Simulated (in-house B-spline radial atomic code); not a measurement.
Relativistic effects in Nb20+, [Ar] 3d3: non-relativistic Hartree-Fock (point nucleus) against Dirac-Hartree-Fock (Fermi nucleus of rms radius 4.324 fm), both averages of the configuration, computed with an all-electron radial atomic-structure program (B-spline basis).

```json
{"orbital": "1s1/2", "ε NR (Eh)": "-712.79", "ε Dirac (Eh)": "-729.3", "<r> NR (bohr)": "0.0372", "<r> Dirac (bohr)": "0.03609", "change of <r> (%)": "-3.0"}
{"orbital": "2s1/2", "ε NR (Eh)": "-123.89", "ε Dirac (Eh)": "?", "<r> NR (bohr)": "0.1615", "<r> Dirac (bohr)": "?", "change of <r> (%)": "?"}
{"orbital": "2p1/2", "ε NR (Eh)": "-115.86", "ε Dirac (Eh)": "-119.35", "<r> NR (bohr)": "0.1387", "<r> Dirac (bohr)": "0.1337", "change of <r> (%)": "-3.6"}
{"orbital": "2p3/2", "ε NR (Eh)": "-115.86", "ε Dirac (Eh)": "-115.78", "<r> NR (bohr)": "0.1387", "<r> Dirac (bohr)": "0.138", "change of <r> (%)": "-0.5"}
{"orbital": "3s1/2", "ε NR (Eh)": "-40.003", "ε Dirac (Eh)": "-40.953", "<r> NR (bohr)": "0.419", "<r> Dirac (bohr)": "0.4094", "change of <r> (%)": "-2.3"}
{"orbital": "3p1/2", "ε NR (Eh)": "-36.819", "ε Dirac (Eh)": "?", "<r> NR (bohr)": "0.4087", "<r> Dirac (bohr)": "?", "change of <r> (%)": "?"}
{"orbital": "3p3/2", "ε NR (Eh)": "-36.819", "ε Dirac (Eh)": "-36.899", "<r> NR (bohr)": "0.4087", "<r> Dirac (bohr)": "0.4068", "change of <r> (%)": "-0.5"}
{"orbital": "3d3/2", "ε NR (Eh)": "-32.205", "ε Dirac (Eh)": "-32.219", "<r> NR (bohr)": "0.3686", "<r> Dirac (bohr)": "0.3671", "change of <r> (%)": "-0.4"}
{"orbital": "3d5/2", "ε NR (Eh)": "-32.205", "ε Dirac (Eh)": "-32.075", "<r> NR (bohr)": "0.3686", "<r> Dirac (bohr)": "0.3694", "change of <r> (%)": "+0.2"}
```

(1) What happens to 2s1/2?

(2) What happens to 3p1/2?

(3) What explains the pattern of contraction and expansion?

(4) By how much does the total energy change?

## Answers

(1) Its energy goes to -127.87 hartree and <r> to 0.1564 bohr (-3.14 %).

(2) Its energy goes to -37.622 hartree and <r> to 0.3992 bohr (-2.33 %).

(3) Expansion is seen in 3d5/2. The s and p1/2 orbitals contract directly, screen the nucleus better, and so push out orbitals that have little density near the nucleus; spin-orbit coupling adds to this for j = l + 1/2 and opposes it for j = l - 1/2.

(4) By -64.72 hartree, from -3531.664 to -3596.384.
